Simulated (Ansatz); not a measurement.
Reaction (substitution at a C–O bond): `CC[CH](O)[AlH2]` + H–F → `CC[CH](F)[AlH2]` + H₂O

Program: Ansatz. Geometries: PBE0-D4/def2-TZVP. ΔE: electronic, gas phase. CBS: MP2 limit from def2 TZ/QZ plus the TZ coupled-cluster correction, frozen cores. This one scheme is used for every species. Functionals use def2-TZVPP. B3LYP here is the variant with VWN-RPA as its local correlation; programs differ in this. One conformer a species, not always the lowest.

CCSD(T)/CBS gives -0.04 eV.

**Question.** Another level gave -0.08 eV. Which?
A. MP2/def2-TZVPP
B. PBE-D4/def2-TZVPP
C. CCSD(T)/def2-TZVPP
D. B3LYP/def2-TZVPP

**Answer.** B. PBE-D4 -0.08, CCSD(T)/def2-TZVPP -0.03, B3LYP -0.16, MP2/def2-TZVPP 0.02 eV.

Largest T1 diagnostic among the species: 0.011.

The D4 term adds +0.05 eV with B3LYP and +0.02 eV with PBE0; it sums over pairs of atoms, weighted by their polarisabilities, and B3LYP, whose exchange is more repulsive, gets the larger term. In def2-TZVPP, CCSD(T) changes the Hartree–Fock value by +0.14 eV (the triples alone add +0.02 eV) and MP2 by +0.19 eV.
